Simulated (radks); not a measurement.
Problem. All-electron atom: Mn4+ in [Ne] 3s2 3p5 3d3 4d1 (not the ground configuration). Calculated with a radial shooting solver on a logarithmic mesh with Libxc functionals: Dirac Kohn-Sham, LDA (Slater exchange, VWN5 correlation), spin-unpolarised, spherical densities, point nucleus; open shells are shared between the two j in proportion to 2j + 1.

Spin-orbit splittings of the eigenvalues, e(l+1/2) - e(l-1/2), with zeta = 2 splitting/(2l+1) and mean radii in bohr:

shell  occ.  splitting (eV)  zeta (eV)  <r> j=l-1/2  <r> j=l+1/2
2p        6           10.42      6.949       0.2451       0.2481
3p        5           1.435     0.9566       0.8487       0.8560
3d        3               ?          ?       0.9139       0.9161
4d        1         0.02916    0.01166        2.773        2.776

Estimate the 3d splitting.

Solution. 0.1788 eV (zeta = 0.07153 eV).
